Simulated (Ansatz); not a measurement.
`F[CH2][GeH2][SH]`, charge 0, multiplicity 1.

**Question.** Give a relaxed structure at PBE0-D4/def2-TZVP (Ansatz 0.2.0). (An estimate is asked.)

**Answer.** The calculation gave: 
```xyz
9

F    -0.4611   -0.0144   -1.8599
C    -0.4182    0.8469   -0.7742
Ge    0.5836   -0.0089    0.6962
S    -0.4666   -1.8756    1.2803
H    -1.4434    1.0614   -0.4621
H     0.0626    1.7773   -1.0906
H     0.5787    0.8875    1.9437
H     2.0204   -0.3076    0.2373
H    -0.4561   -2.3666    0.0293
```
This is one stationary point; other conformers may exist.
